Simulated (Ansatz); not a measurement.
Ansatz results at the PBE0-D4/def2-TZVP geometry: HOMO–LUMO gap (PBE/def2-TZVPP) 4.67 eV; LUMO energy (PBE/def2-TZVPP) -1.25 eV; HOMO–LUMO gap (B3LYP/def2-TZVPP) 6.20 eV.

Each molecule was computed in one conformer, which needn't be the lowest.

Task: Which molecule gave them?
A. `N/C(S)=C(\O)F`
B. `C[SiH](C)[S][AlH2]`
C. `CC[SiH]([AlH2])S`
D. `O=C=NC[SiH3]`

Result: B. The others give `CC[SiH]([AlH2])S`: 4.28, -1.37, 5.73; `O=C=NC[SiH3]`: 5.52, -0.94, 7.20; `N/C(S)=C(\O)F`: 4.13, -0.53, 5.77.

B3LYP here is the variant with VWN-RPA as its local correlation; programs differ in this.
